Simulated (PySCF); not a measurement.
# Dipole response of Ni²⁺ (nickel, charge +2)

[Ar] 3d8, high-spin 3F determinant. Calculation: PySCF 2.14, in aug-cc-pVDZ (7s6p4d2f, 59 functions); no relativity, point nucleus. Coupled (time-dependent) response in atomic units; α is the mean over directions. A double-zeta set is small for polarisabilities.

| method | mean α (bohr³) | C₆ (like pair) | S(−4) |
| --- | --- | --- | --- |
| LC-wPBE | 3.132 | 8.629 | 5.283 |

S(−4) is the Cauchy moment in α(ω) = α(0) + S(−4) ω² + …

α(iu) at LC-wPBE:

| u (hartree) | α(iu) (bohr³) |
| --- | --- |
| 0 | 3.132 |
| 0.0500 | 3.118 |
| 0.100 | 3.080 |
| 0.200 | 2.944 |
| 0.300 | 2.759 |
| 0.500 | 2.374 |
| 0.750 | 1.979 |
| 1.00 | 1.682 |
| 1.50 | 1.262 |
| 2.00 | 0.9781 |
| 3.00 | 0.6350 |
| 5.00 | 0.3310 |

For an ion, C₆ is the dispersion term alone; charge-induced terms of lower order in 1/R come first.
